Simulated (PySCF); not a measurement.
A structure optimised at PBE0-D3(BJ)/def2-SVPD, used in a PySCF frequency run:

```xyz
5

Ga     0.0000     0.0000     0.0000
Cl     1.2785     1.2785    -1.2785
Cl    -1.2785     1.2785     1.2785
Cl    -1.2785    -1.2785    -1.2785
Cl     1.2785    -1.2785     1.2785
```
Charge -1, spin multiplicity 1.

Q: Write its SMILES, formula and point group.

A: [Cl][Ga-]([Cl])([Cl])[Cl], Cl₄Ga, Td

Q: What are its rotational constants (standard atomic weights)?

A: 1.0901, 1.0901, 1.0901 GHz
